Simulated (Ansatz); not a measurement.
LiH+, multiplicity 2 (lowest of 2S+1 = 2, 4 at CCSD(T)/def2-TZVPP on PBE0 minima; our sources give no spin for the ground state, which may be another), most abundant isotopes (1.0078 and 7.0160 u). Constants from fifth-degree fits in 1/R to seven points on the lowest solution found; no spin–orbit coupling, no relativity up to Kr; ω_e x_e and α_e move by some per cent with the fit.

Cores are frozen in the correlated methods. CBS: X⁻³ extrapolation of the correlation energy, Hartree–Fock from the larger set.

Run with Ansatz (a quantum-chemistry and plane-wave program). Each number belongs to the level named beside it.

```
level                                  r_e (Å)  ω_e (cm⁻¹)  ω_e x_e (cm⁻¹)  α_e (cm⁻¹)
-------------------------------------  -------  ----------  --------------  ----------
PBE/def2-TZVPP                          2.2451       408.2            30.3       0.448
CCSD(T)/CBS(aug-cc-pVQZ, aug-cc-pV5Z)   2.2142       429.8            44.2       0.491
```

Problem. Predict ω_e, ω_e x_e, B_e and the fall in zero-point energy on putting deuterium (2.014102 u) for H, at CCSD(T)/CBS(aug-cc-pVQZ, aug-cc-pV5Z).

Solution. 
The curve stays; ρ = √(μ_H/μ_D) = √(0.88124/1.56487) = 0.75043. ω_e scales with ρ: 323 cm⁻¹; ω_e x_e and B_e with ρ²: 24.9 and 2.197 cm⁻¹. The zero-point energy falls by 49 cm⁻¹, by which D₀ of the deuteride is larger.
